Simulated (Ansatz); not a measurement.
## Molecular dynamics, step by step

SnH$_{2}$Cl (SMILES [Cl][SnH2+]) (charge +1), singlet, revPBE-D4/def2-SVP (Ansatz 0.2.0). Settings (timestep in fs, temperature in K; T counts 6 degrees of freedom):

```yaml
hamiltonian: {xc: {name: revPBE}, dispersion: d4}
md: {n_steps: 80, timestep: 1.0, temperature: 200, ensemble: nve, seed: 830, initial_velocities: maxwell_boltzmann}
```

Start (the SMILES describes the start alone):

Cl1  (-2.046, 0.163, -0.722)
Sn2  (0.061, -0.006, 0.022)
H3  (0.746, -1.463, 0.738)
H4  (1.239, 1.305, -0.038)
(Å)

```tsv
step	time (fs)	potential energy less the start (meV)	kinetic energy (meV)	T (K)
0	0.00	0.0	51.7	200
5	5.00	-7.7	59.1	228
10	10.00	-67.7	119.1	461
15	15.00	-127.8	178.7	691
20	20.00	-101.0	152.3	589
25	25.00	-52.2	103.4	400
30	30.00	-13.7	65.1	252
35	35.00	-34.4	86.0	333
40	40.00	-98.9	150.0	580
45	45.00	-97.1	148.5	574
50	50.00	-50.9	102.0	395
55	55.00	8.8	43.0	166
60	60.00	-48.4	99.6	385
65	65.00	-126.0	177.1	685
70	70.00	-137.8	189.0	731
75	75.00	-80.4	131.6	509
80	80.00	21.6	30.2	117
```

Step 50, positions (Å) and forces (eV/Å):

```tsv
atom	x	y	z	Fx	Fy	Fz
Cl1	-2.130	0.171	-0.748	0.853	-0.045	0.390
Sn2	0.086	-0.007	0.033	-0.136	-0.313	-0.445
H3	0.727	-1.539	0.563	-0.425	0.154	0.027
H4	1.218	1.268	-0.228	-0.292	0.204	0.028
```

Step 60, positions (Å) and forces (eV/Å):

```tsv
atom	x	y	z	Fx	Fy	Fz
Cl1	-2.104	0.170	-0.736	0.415	-0.027	0.181
Sn2	0.078	-0.007	0.027	0.103	0.056	-0.155
H3	0.743	-1.442	0.658	-0.299	-0.412	0.107
H4	1.225	1.255	-0.106	-0.219	0.383	-0.133
```

Step 75, positions (Å) and forces (eV/Å):

```json
{"atom": "Cl1", "x": "-2.053", "y": "0.167", "z": "-0.713", "Fx": "-0.935", "Fy": "0.046", "Fz": "-0.428"}
{"atom": "Sn2", "x": "0.070", "y": "-0.008", "z": "0.019", "Fx": "0.646", "Fy": "0.490", "Fz": "0.540"}
{"atom": "H3", "x": "0.263", "y": "-1.535", "z": "0.778", "Fx": "0.266", "Fy": "0.059", "Fz": "-0.106"}
{"atom": "H4", "x": "0.825", "y": "1.568", "z": "-0.093", "Fx": "0.022", "Fy": "-0.595", "Fz": "-0.006"}
```

Last step (80):

```
4
angstrom
Cl -2.0444 0.1665 -0.7092
Sn 0.0702 -0.0079 0.0188
H 0.1427 -1.5217 0.7523
H 0.6839 1.5232 -0.1135
```

The run took about 120 s on 2 CPU threads of an Intel Xeon (shared host).
